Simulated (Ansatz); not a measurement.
Complex (SMILES): F (HF) with N#C (CH-N), atoms 1 to 2 the first; geometry from B3LYP-D3(BJ)/def2-TZVP, monomers rigid:
```xyz
5

F      0.9503     0.5484    -0.1025
H      0.2877     0.3564     0.5335
C     -1.8028    -0.2520     2.5405
N     -0.9963    -0.0166     1.7661
H     -2.5562    -0.4720     3.2639
```

Basis-set convergence of the uncorrected interaction energy at CCSD(T) with Ansatz (a quantum-chemistry and plane-wave program). Cartesian d functions, on some or all atoms, in 6-31G*, 6-31+G*; all else is spherical. Cores are frozen. No added dispersion term, no relativity. Functions are those of the species that has most. Reference: the counterpoise-corrected one, Hartree-Fock in aug-cc-pVQZ plus the correlation part extrapolated as X^-3 from aug-cc-pVTZ and aug-cc-pVQZ, -7.78 kcal/mol, itself unsure by roughly 0.05 kcal/mol (a third of the extrapolation step and of the last Hartree-Fock step, counterpoise-corrected). Deviations are taken from unrounded values.

```
basis        functions  uncorrected interaction energy (kcal/mol)
-----------  ---------  -----------------------------------------
6-31G*              49                                      -7.00
6-31+G*             61                                      -7.65
cc-pVDZ             52                                      -7.60
aug-cc-pVDZ         87                                      -8.04
def2-SVP            52                                      -7.94
def2-SVPD           79                                      -9.70
pcseg-1             52                                      -7.68
aug-pcseg-1         87                                      -8.54
6-311G**            66                                      -7.38
6-311+G**           78                                      -7.40
def2-TZVP          105                                      -7.39
def2-TZVPD         132                                      -7.62
cc-pVTZ            118                                      -7.74
aug-cc-pVTZ        184                                      -8.10
pcseg-2            118                                      -7.69
aug-pcseg-2        184                                      -8.32
def2-TZVPP         121                                      -7.53
def2-TZVPPD        148                                      -7.84
cc-pVQZ            225                                      -7.75
aug-cc-pVQZ        332                                      -8.02
def2-QZVPP         231                                      -7.74
def2-QZVPPD        258                                      -7.75
```

What the diffuse functions change, pair by pair:
- 6-31G* to 6-31+G*: 12 more functions, deviation 0.78 to 0.13 kcal/mol
- cc-pVDZ to aug-cc-pVDZ: 35 more functions, deviation 0.18 to -0.26 kcal/mol
- def2-SVP to def2-SVPD: 27 more functions, deviation -0.16 to -1.92 kcal/mol
- pcseg-1 to aug-pcseg-1: 35 more functions, deviation 0.10 to -0.76 kcal/mol
- 6-311G** to 6-311+G**: 12 more functions, deviation 0.40 to 0.38 kcal/mol
- def2-TZVP to def2-TZVPD: 27 more functions, deviation 0.39 to 0.16 kcal/mol
- cc-pVTZ to aug-cc-pVTZ: 66 more functions, deviation 0.04 to -0.32 kcal/mol
- pcseg-2 to aug-pcseg-2: 66 more functions, deviation 0.09 to -0.54 kcal/mol
- def2-TZVPP to def2-TZVPPD: 27 more functions, deviation 0.25 to -0.06 kcal/mol
- cc-pVQZ to aug-cc-pVQZ: 107 more functions, deviation 0.03 to -0.24 kcal/mol
- def2-QZVPP to def2-QZVPPD: 27 more functions, deviation 0.04 to 0.03 kcal/mol

Leaving out the reference's own pair, they bring the value nearer the reference by more than 0.05 kcal/mol in 3 of 10 pairs.
